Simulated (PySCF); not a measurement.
Compound: SiH(OiPr)3, C₉H₂₂O₃Si.
Structure used (PBE0-D3(BJ)/def2-SVP), in Å, numbered top down from 1:
```xyz
35
C9H22O3Si angstrom
Si    -0.1112    0.2894    0.5406
H     -0.3511    0.9228    1.8677
O      1.5005    0.1297    0.2424
C      2.4140   -0.6189    1.0310
C      3.7629    0.0664    0.9514
C      2.4478   -2.0573    0.5469
H      2.0772   -0.6090    2.0878
H      4.1111    0.0883   -0.0930
H      4.5119   -0.4630    1.5590
H      3.6901    1.1034    1.3103
H      1.4443   -2.5022    0.6046
H      2.7800   -2.0919   -0.5024
H      3.1412   -2.6607    1.1532
O     -0.7414    1.1962   -0.6803
C     -0.0963    2.2242   -1.4162
C     -0.3216    3.5640   -0.7380
C     -0.6338    2.1878   -2.8327
H      0.9884    2.0117   -1.4407
H     -1.3996    3.7791   -0.6700
H      0.1616    4.3771   -1.3011
H      0.0916    3.5638    0.2825
H     -0.4637    1.1980   -3.2799
H     -1.7177    2.3832   -2.8337
H     -0.1413    2.9460   -3.4601
O     -0.8151   -1.2031    0.5462
C     -2.1702   -1.4670    0.8755
C     -2.2400   -2.8570    1.4749
C     -3.0391   -1.3089   -0.3598
H     -2.5066   -0.7378    1.6414
H     -1.8969   -3.6012    0.7394
H     -3.2694   -3.1085    1.7711
H     -1.5925   -2.9274    2.3613
H     -2.9406   -0.2944   -0.7724
H     -2.7220   -2.0241   -1.1346
H     -4.0977   -1.4953   -0.1229
```

Computed with PBE0-D3(BJ)/def2-SVP geometry optimisation, gas phase (PySCF 2.14.0).

Masses are those of the commonest isotopes; rigid-rotor values at the optimised geometry. The values belong to one conformer.

Question: What are A, B and C (GHz)?

Answer: Ia = 847.08, Ib = 906.58, Ic = 1561.03 u·Å²; 505379 MHz·u·Å²/I gives 596.6, 557.5 and 323.7 MHz, that is A = 0.5966, B = 0.5575, C = 0.3237 GHz.

Question: Classify the top.

Answer: An asymmetric top. Ray's parameter κ = (2B − A − C)/(A − C) = 0.713; −1 is the prolate and +1 the oblate limit.

Question: Is it planar, by Δ = Ic − Ia − Ib?

Answer: Not planar: Δ = Ic − Ia − Ib = -192.64 u·Å². For a rigid frame Δ = −2 Σ m c², so Σ m c² = 96.32 u·Å² lies off the ab plane: 34.46 from hydrogen and 61.86 from heavier atoms. The atom farthest from that plane is 2.24 Å away.

Question: Predict some low-J microwave lines.

Answer: The dipole components are |μa| = 0.02 D, |μb| = 0.27 D, |μc| = 0.65 D. The squared components, which scale the intensities, stand as 0.00 : 0.17 : 1.00 (a : b : c). Some of the stronger lines:

```json
{"type": "b", "branch": "Q", "J(Ka,Kc)": "2(2,0) ← 2(1,1)", "MHz": "317", "lower level (cm⁻¹)": "0.105"}
{"type": "b", "branch": "Q", "J(Ka,Kc)": "2(1,1) ← 2(0,2)", "MHz": "706", "lower level (cm⁻¹)": "0.082"}
{"type": "b", "branch": "Q", "J(Ka,Kc)": "2(2,1) ← 2(1,2)", "MHz": "819", "lower level (cm⁻¹)": "0.082"}
{"type": "b", "branch": "R", "J(Ka,Kc)": "1(1,1) ← 0(0,0)", "MHz": "920", "lower level (cm⁻¹)": "0.000"}
{"type": "c", "branch": "R", "J(Ka,Kc)": "1(1,0) ← 0(0,0)", "MHz": "1154", "lower level (cm⁻¹)": "0.000"}
{"type": "b", "branch": "R", "J(Ka,Kc)": "2(0,2) ← 1(1,1)", "MHz": "1524", "lower level (cm⁻¹)": "0.031"}
{"type": "b", "branch": "R", "J(Ka,Kc)": "2(1,2) ← 1(0,1)", "MHz": "1568", "lower level (cm⁻¹)": "0.029"}
{"type": "b", "branch": "R", "J(Ka,Kc)": "2(2,1) ← 1(1,0)", "MHz": "2114", "lower level (cm⁻¹)": "0.038"}
{"type": "c", "branch": "R", "J(Ka,Kc)": "2(1,1) ← 1(0,1)", "MHz": "2269", "lower level (cm⁻¹)": "0.029"}
{"type": "c", "branch": "R", "J(Ka,Kc)": "2(2,0) ← 1(1,0)", "MHz": "2313", "lower level (cm⁻¹)": "0.038"}
{"type": "c", "branch": "R", "J(Ka,Kc)": "2(2,1) ← 1(1,1)", "MHz": "2347", "lower level (cm⁻¹)": "0.031"}
{"type": "b", "branch": "R", "J(Ka,Kc)": "2(2,0) ← 1(1,1)", "MHz": "2546", "lower level (cm⁻¹)": "0.031"}
```

PBE0-D3(BJ)/def2-SVP frequencies: not computed here. These are rigid-rotor constants of the computed structure; measured ground-state constants (B0) also hold zero-point vibration. A rigid rotor knows nothing of internal rotation, which can split or shift real lines.

On 2 threads, Intel Xeon 6975P-C (x86_64), no GPU, shared host with 192 logical CPUs at a one-minute load of 61, this took 4.2 min wall, 9.8 min CPU and 2.5 GiB of memory at its peak. This is the geometry optimisation.
